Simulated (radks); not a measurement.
Problem. Coherent X-ray form factor from a spherical all-electron density. Calculated with a radial shooting solver on a logarithmic mesh with Libxc functionals: scalar-relativistic Kohn-Sham, LDA (Slater exchange, Perdew-Wang correlation), spin-polarised, spherical densities, point nucleus.

sin(theta)/lambda (1/angstrom),f0 (electrons)
0.05,80.931
0.1,78.105
0.15,74.324
0.2,70.255
0.25,66.249
0.3,62.437
0.4,55.533
0.5,49.631
0.6,44.660
0.8,36.824
1,30.746
1.25,24.759
1.5,20.383
2,15.436

The species is in the configuration that NIST lists as its ground one. Which atom or ion scatters so?

Solution. The bismuth ion Bi+, [Hg] 6p(up 2, down 0). Extrapolating in s^2 from the first two rows gives f0(0) = 81.9, near the electron count 82; among species with that count, the fall with angle is slower the higher Z, and the table is that of Z = 83; from so few rows the species is fixed only to a neighbour or two.
